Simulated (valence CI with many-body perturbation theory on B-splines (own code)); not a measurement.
# E1 transitions of Au⁴⁸⁺

Calculated by relativistic CI+MBPT: three valence electrons over a frozen Dirac-Fock core [Ar] 3d10, a basis of 11 s, 11 p, 9 d, 7 f, 5 g, 2 h, 1 i functions for each j, with the one-electron correlation potential Σ1 (screened to all orders), the two-electron term Σ2, the three-electron term Σ3, Breit, model QED; selected single and double excitations, second order for the rest (own B-spline code, finite nucleus).

The last digits are not significant, and no measured levels were compared; by estimate large intervals hold to a few tenths of a per cent, small ones and those within an open d or f shell to about a per cent.

Lines 101 to 150 of 272 in falling wavelength, among levels below 53.259 Ry, chosen from the strongest by gf and those to the six lowest levels. Wavelengths and rates use the calculated energies. Electric multipoles are in the length gauge, E1 and E2 with the static RPA response of the core. Weak lines are less certain than strong ones. Lines between different terms over intervals too small for the method are left out, as are lines whose strength nearly cancels. The highest levels of a list are the least certain.

Levels are named by their leading jj configuration (3d3/2^4 stands for four electrons in 3d with j = 3/2), which in mixed levels can hold well under half, so a name can repeat and another be missing. Letters in brackets count levels of one name in rising energy.

```
λ vac (Å)                          Upper                       Lower   A (s⁻¹)  log gf  Branch %
    59.09     (4s 4p3/2 4d5/2) J=3/2 [b]          (4s 4p3/2^2) J=1/2  4.18e+11   -0.06      28.0
    59.05     (4s 4p3/2 4d5/2) J=5/2 [b]          (4s 4p3/2^2) J=3/2  8.48e+11    0.42      46.3
    59.01     (4s 4p1/2 4f5/2) J=5/2 [b]  (4s 4p1/2 4d3/2) J=3/2 [b]  1.26e+11   -0.40      34.1
    59.01  (4p1/2 4p3/2 4d5/2) J=5/2 [b]       (4p1/2 4p3/2^2) J=5/2  1.14e+11   -0.45       6.9
    58.82  (4p1/2 4p3/2 4d5/2) J=5/2 [b]       (4p1/2 4p3/2^2) J=3/2  8.77e+11    0.44      53.3
    58.71         (4s 4p1/2 4f5/2) J=3/2  (4s 4p1/2 4d3/2) J=3/2 [b]  8.42e+10   -0.76      20.7
    58.67  (4p1/2 4p3/2 4d5/2) J=3/2 [b]       (4p1/2 4p3/2^2) J=5/2  8.40e+10   -0.76       7.9
    58.62             (4s^2 4f5/2) J=5/2          (4s^2 4d3/2) J=3/2  1.08e+11   -0.48      38.9
    58.46     (4s 4p1/2 4d5/2) J=5/2 [b]      (4s 4p1/2 4p3/2) J=5/2  1.20e+11   -0.43      33.0
    58.26         (4s 4p1/2 4f5/2) J=3/2      (4s 4p1/2 4d3/2) J=1/2  2.14e+11   -0.36      52.5
    58.07         (4s 4p3/2 4d3/2) J=7/2          (4s^2 4d5/2) J=5/2  6.86e+10   -0.56       5.2
    58.05         (4s 4p1/2 4d5/2) J=3/2      (4s 4p1/2 4p3/2) J=5/2  2.91e+10   -1.23       4.9
    57.35      (4p1/2 4p3/2 4d3/2) J=7/2  (4s 4p1/2 4d5/2) J=5/2 [b]  4.54e+10   -0.75       4.7
    56.54         (4s 4p1/2 4f7/2) J=5/2  (4s 4p1/2 4d3/2) J=3/2 [b]  4.02e+10   -0.94      10.4
    56.51     (4s 4p3/2 4d5/2) J=7/2 [b]          (4s 4p3/2^2) J=5/2  7.60e+11    0.46      50.6
    56.27         (4s 4p1/2 4f5/2) J=7/2      (4s 4p1/2 4d3/2) J=5/2  1.72e+11   -0.19      81.9
    55.99     (4s 4p1/2 4d5/2) J=5/2 [b]  (4s 4p1/2 4p3/2) J=3/2 [a]  1.39e+10   -1.41       3.8
    55.62         (4s 4p1/2 4d5/2) J=3/2  (4s 4p1/2 4p3/2) J=3/2 [a]  9.96e+10   -0.73      16.8
    55.53     (4s 4p1/2 4f5/2) J=5/2 [a]  (4s 4p1/2 4d3/2) J=3/2 [a]  2.87e+11   -0.10      83.0
    54.85     (4s 4p1/2 4f5/2) J=5/2 [b]      (4s 4p1/2 4d3/2) J=5/2  7.80e+10   -0.68      21.2
    54.69     (4s 4p3/2 4d5/2) J=3/2 [b]          (4s 4p3/2^2) J=5/2  1.07e+11   -0.72       7.2
    54.48  (4p1/2 4p3/2 4d3/2) J=5/2 [b]      (4s 4p1/2 4d5/2) J=3/2  6.00e+10   -0.80       2.6
    53.76     (4s 4p3/2 4d5/2) J=5/2 [b]          (4s 4p3/2^2) J=5/2  1.34e+11   -0.46       7.3
    52.98     (4s 4p1/2 4f7/2) J=7/2 [b]      (4s 4p1/2 4d3/2) J=5/2  5.46e+10   -0.74      19.9
    52.93     (4s 4p1/2 4f5/2) J=5/2 [b]  (4s 4p1/2 4d3/2) J=3/2 [a]  6.16e+10   -0.81      16.7
    52.92     (4s 4p1/2 4p3/2) J=3/2 [a]          (4s^2 4p1/2) J=1/2  5.67e+09   -2.02      65.6
    52.18  (4p1/2 4p3/2 4d5/2) J=7/2 [a]  (4s 4p1/2 4d5/2) J=5/2 [b]  6.26e+10   -0.69       7.1
    51.92     (4s 4p3/2 4d5/2) J=5/2 [a]          (4s^2 4d5/2) J=5/2  3.03e+11   -0.13      52.4
    51.22             (4s 4p3/2^2) J=5/2          (4s^2 4p3/2) J=3/2  4.75e+11    0.05     100.0
    51.11  (4p1/2 4p3/2 4d5/2) J=3/2 [a]      (4s 4p1/2 4d5/2) J=3/2  4.72e+11   -0.13      46.9
    50.81  (4p1/2 4p3/2 4d5/2) J=7/2 [a]      (4s 4p1/2 4d5/2) J=7/2  5.92e+10   -0.74       6.7
    50.69          (4p1/2 4p3/2^2) J=3/2      (4s 4p1/2 4p3/2) J=1/2  7.27e+11    0.05      43.7
    50.68     (4s 4p3/2 4d5/2) J=3/2 [a]          (4s^2 4d5/2) J=5/2  1.52e+11   -0.63      22.2
    50.50  (4p1/2 4p3/2 4d5/2) J=5/2 [a]  (4s 4p1/2 4d5/2) J=5/2 [b]  4.53e+11    0.02      50.0
    50.43     (4s 4p3/2 4d5/2) J=7/2 [a]          (4s^2 4d5/2) J=5/2  2.55e+11   -0.11      37.8
    50.20          (4p1/2 4p3/2^2) J=3/2  (4s 4p1/2 4p3/2) J=3/2 [b]  1.65e+11   -0.60       9.9
    50.11      (4p1/2 4p3/2 4d5/2) J=9/2      (4s 4p1/2 4d5/2) J=7/2  4.82e+11    0.26      89.7
    50.06          (4p1/2 4p3/2^2) J=5/2  (4s 4p1/2 4p3/2) J=3/2 [b]  6.13e+11    0.14      57.0
    49.75  (4p1/2 4p3/2 4d3/2) J=5/2 [a]      (4s 4p1/2 4d3/2) J=5/2  2.16e+11   -0.32      32.1
    49.56  (4p1/2 4p3/2 4d5/2) J=7/2 [a]  (4s 4p1/2 4d5/2) J=5/2 [a]  6.95e+11    0.31      79.2
    49.38     (4s 4p3/2 4d3/2) J=3/2 [b]          (4s^2 4d3/2) J=3/2  6.28e+11   -0.04      28.8
    49.37  (4p1/2 4p3/2 4d3/2) J=3/2 [a]      (4s 4p1/2 4d3/2) J=5/2  1.55e+11   -0.64      16.9
    49.22  (4p1/2 4p3/2 4d5/2) J=5/2 [a]      (4s 4p1/2 4d5/2) J=7/2  1.30e+11   -0.55      14.3
    49.06          (4p1/2 4p3/2^2) J=1/2      (4s 4p1/2 4p3/2) J=1/2  2.39e+11   -0.76      20.6
    49.04                (4p3/2^3) J=3/2          (4s 4p3/2^2) J=3/2  1.80e+12    0.41      69.0
    49.01  (4p1/2 4p3/2 4d3/2) J=3/2 [b]  (4s 4p1/2 4d3/2) J=3/2 [b]  1.49e+11   -0.67       6.1
    48.70  (4p1/2 4p3/2 4d3/2) J=3/2 [b]      (4s 4p1/2 4d3/2) J=1/2  2.56e+11   -0.44      10.5
    48.60          (4p1/2 4p3/2^2) J=1/2  (4s 4p1/2 4p3/2) J=3/2 [b]  8.35e+11   -0.23      72.2
    48.48  (4p1/2 4p3/2 4d3/2) J=5/2 [b]  (4s 4p1/2 4d3/2) J=3/2 [b]  6.96e+11    0.17      29.7
    48.47     (4s 4p3/2 4d5/2) J=7/2 [b]          (4s^2 4d5/2) J=5/2  7.39e+11    0.32      49.2
```
